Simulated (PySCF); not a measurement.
## Working out the ionisation energy of Mn⁺

Mn⁺ [Ar] 3d5 4s1 (7S) → Mn²⁺ [Ar] 3d5 (6S). All numbers are calculated (PySCF 2.14, the spin-free X2C one-electron Hamiltonian (Gaussian nucleus), in x2c-TZVPPall with one added diffuse shell each of s, p, d, f type (7s6p5d3f1g, 80 functions)). Frozen: [Ar]. Energies in hartree (1 hartree = 27.21139 eV):

| part | Mn⁺ (lower) | Mn²⁺ (upper) |
| --- | --- | --- |
| UHF | -1157.153010 | -1156.607101 |
| CCSD correlation | -0.090613 | -0.073529 |
| (T) | -0.001334 | -0.000749 |

**Question.** What does Hartree-Fock give?

**Answer.** (-1156.607101) − (-1157.153010) = 0.545909 hartree = 14.855 eV.

**Question.** What do CCSD and CCSD(T) give?

**Answer.** The CCSD correlation energies differ by 0.017084 hartree = 0.465 eV and the triples by 0.000585 hartree = 0.016 eV, so CCSD gives 15.320 eV and CCSD(T) 15.336 eV.

Measured between the centres of the two terms (NIST): 15.640 eV, so CCSD(T) (valence) is off by -0.304 eV.

What remains against the reference includes basis incompleteness, the frozen core and higher excitations.
